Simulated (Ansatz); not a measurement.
CH5F2NSi can be A, `FCN[SiH2]F`, or B, `N[SiH2]C(F)F`.

Calculated with Ansatz (gas phase, PBE0-D4/def2-TZVP geometries, no zero-point term in ΔE). CBS: MP2 limit from def2 TZ/QZ plus the TZ coupled-cluster correction, frozen cores. Functionals use def2-TZVPP. B3LYP here is the variant with VWN-RPA as its local correlation; programs differ in this. One conformer a species, not always the lowest.

Which is lower in electronic energy at CCSD(T)/CBS, and by how much? (Estimate.)

The calculation gave: A, by 197.6 kJ/mol.

Give E(B) − E(A) in kJ/mol with HF/def2-TZVPP, ωB97M-V, MP2/def2-TZVPP, B2PLYP, PBE0-D4, CCSD(T)/def2-TZVPP, B3LYP-D4. (Estimate.)

The calculation gave: HF/def2-TZVPP 202.3, ωB97M-V 189.7, MP2/def2-TZVPP 206.0, B2PLYP 196.9, PBE0-D4 186.5, CCSD(T)/def2-TZVPP 197.0, B3LYP-D4 190.8. None reverses the order clearly.

Largest T1 diagnostic: 0.012.

From PBE to PBE0 (25 % exact exchange), in def2-TZVPP and without D4, E(B) − E(A) moves by +6.9 kJ/mol.
